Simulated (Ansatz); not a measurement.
## Nudged elastic band run: TiSi₁₆

Input:

```yaml
crystal:
  lattice:
    - [0.0, 5.43, 5.43]
    - [5.43, 0.0, 5.43]
    - [5.43, 5.43, 0.0]
  atoms:
    - { symbol: Si, position: [0.00371334, 0.00746739, -0.0157715] }
    - { symbol: Si, position: [0.12650023, 0.13049273, 0.11919329] }
    - { symbol: Si, position: [0.00486408, 0.00177564, 0.50231061] }
    - { symbol: Si, position: [0.12794993, 0.12169693, 0.62114809] }
    - { symbol: Si, position: [-0.00746591, 0.5029233, 0.00342656] }
    - { symbol: Si, position: [0.12615423, 0.62323851, 0.12318759] }
    - { symbol: Si, position: [0.00343828, 0.48457419, 0.50776745] }
    - { symbol: Si, position: [0.12649229, 0.61897417, 0.63105004] }
    - { symbol: Si, position: [0.50024024, -0.00238489, 0.00060897] }
    - { symbol: Si, position: [0.62277521, 0.13011418, 0.11927337] }
    - { symbol: Si, position: [0.4898955, 0.00190243, 0.50227302] }
    - { symbol: Si, position: [0.62241805, 0.12684933, 0.62715301] }
    - { symbol: Si, position: [0.50001231, 0.50272266, 0.00315986] }
    - { symbol: Si, position: [0.62200345, 0.62699642, 0.12748071] }
    - { symbol: Si, position: [0.5001955, 0.50028354, 0.49808205] }
    - { symbol: Si, position: [0.62248953, 0.61914228, 0.63059636] }
    - { symbol: Ti, position: [0.87636974, 0.87313308, 0.37309262] }
basis:
  ecutwfc: 420.0
kpoints:
  mp_grid: { grid: [2, 2, 2] }
hamiltonian:
  xc: pbe
  pseudopotentials: { kind: paw, azcp: { folder: soft_1 } }
scf:
  occupations: { method: gaussian, width: 0.02 }
  lower_state_search: "off"
neb:
  images: 7
  f_tol: 0.05
  initial_path: idpp
  max_iterations: 36
  final_atoms:
    - { symbol: Si, position: [0.00211959, 0.00331883, -0.00306205] }
    - { symbol: Si, position: [0.12395938, 0.12457573, 0.12442175] }
    - { symbol: Si, position: [0.00165765, 0.00217504, 0.49786714] }
    - { symbol: Si, position: [0.12410325, 0.12478946, 0.6264024] }
    - { symbol: Si, position: [0.00207867, 0.49839172, 0.00633703] }
    - { symbol: Si, position: [0.12459007, 0.63283416, 0.12162544] }
    - { symbol: Si, position: [0.00192004, 0.49862084, 0.49385534] }
    - { symbol: Si, position: [0.13442479, 0.61970964, 0.62336755] }
    - { symbol: Si, position: [0.497684, 0.0017664, 0.00595267] }
    - { symbol: Si, position: [0.63159289, 0.12511841, 0.12136364] }
    - { symbol: Si, position: [0.49774005, 0.00238328, 0.4937169] }
    - { symbol: Si, position: [0.61904908, 0.13444971, 0.62278231] }
    - { symbol: Si, position: [0.49828124, 0.4991684, 0.00181724] }
    - { symbol: Si, position: [0.62152529, 0.62112914, 0.14121918] }
    - { symbol: Si, position: [0.49626522, 0.4963103, 0.5043365] }
    - { symbol: Si, position: [0.62099456, 0.62181576, 0.61701692] }
    - { symbol: Ti, position: [0.74816469, 0.74807488, 0.75209636] }
  order_check: true
```

Run as:

```bash
$ ansatz run input.yaml --threads 1 --pin off --max-ram 3072MiB --backend cpu --events-out ev --progress --plain --runs-dir out
```

Output, in part (warnings, iteration lines):

```
NEB end point (image 0): max|allowed force component| = 2.985e-3 eV/Å (the criterion of neb.relax_end_points is 1.000e-2)
NEB end point (image 8): max|allowed force component| = 1.503e-2 eV/Å (the criterion of neb.relax_end_points is 1.000e-2)
WARN: NEB: the barrier is in doubt: the climbing image shows signs of a second negative curvature. Check it with more images (neb.images), a lower neb.f_tol or relaxed end points
NEB iter   1: max|band force component| = 3.764e0 eV/Å  barrier→ = 2.5028 eV  barrier← = 2.5026 eV  Δτ_max = 0.1394 Å  (95 SCF iters)
NEB iter   2: max|band force component| = 1.036e0 eV/Å  barrier→ = 1.8701 eV  barrier← = 1.8699 eV  Δτ_max = 0.1663 Å  (54 SCF iters)
NEB iter   3: max|band force component| = 6.077e-1 eV/Å  barrier→ = 1.7441 eV  barrier← = 1.7439 eV  Δτ_max = 0.0477 Å  (52 SCF iters)
NEB iter   4: max|band force component| = 8.960e-2 eV/Å  barrier→ = 1.7304 eV  barrier← = 1.7303 eV  CI = image 4  Δτ_max = 0.0527 Å  (50 SCF iters)
NEB iter   5: max|band force component| = 7.325e-2 eV/Å  barrier→ = 1.7189 eV  barrier← = 1.7188 eV  CI = image 4  Δτ_max = 0.0834 Å  (46 SCF iters)
NEB iter   6: max|band force component| = 1.227e-1 eV/Å  barrier→ = 1.7122 eV  barrier← = 1.7120 eV  CI = image 4  Δτ_max = 0.0297 Å  (50 SCF iters)
NEB iter   7: max|band force component| = 2.014e-2 eV/Å  barrier→ = 1.7098 eV  barrier← = 1.7096 eV  CI = image 4  CI's point: of a kind that is not told: the force calls were inconclusive, a negative curvature could not be distinguished from the path's own, the only one lies far off the path, or fixed occupations may fill a level only in part  Δτ_max = 0.0000 Å  (359 SCF iters)
```

The run converged. By the program's own check the climbing image is of a kind that is not told: the force calls were inconclusive, a negative curvature could not be distinguished from the path's own, the only one lies far off the path, or fixed occupations may fill a level only in part (lowest curvatures found: -4.03 and -0.08 eV/Å²). Limits of this set-up: coarse k mesh.

Final band (atoms are numbered from 1 in the order of the input):

| image | path coordinate (Å) | energy (eV) | Si1–Ti17 (Å) | Si2–Ti17 (Å) | Si6–Ti17 (Å) |
| --- | --- | --- | --- | --- | --- |
| 0 | 0.00 | 0.00 | 2.44 | 2.76 | 2.71 |
| 1 | 0.43 | 0.05 | 2.40 | 2.80 | 2.79 |
| 2 | 0.86 | 0.40 | 2.46 | 2.94 | 2.93 |
| 3 | 1.28 | 1.24 | 2.77 | 3.20 | 3.19 |
| 4 | 1.71 | 1.71 | 3.20 | 3.51 | 3.51 |
| 5 | 2.14 | 1.24 | 3.65 | 3.85 | 3.84 |
| 6 | 2.57 | 0.39 | 4.08 | 4.18 | 4.18 |
| 7 | 3.00 | 0.05 | 4.46 | 4.41 | 4.38 |
| 8 | 3.43 | 0.00 | 4.67 | 4.49 | 4.46 |

The run took 10 min on 1 thread of Arm Neoverse V2 (shared host), peak memory 1 GiB.
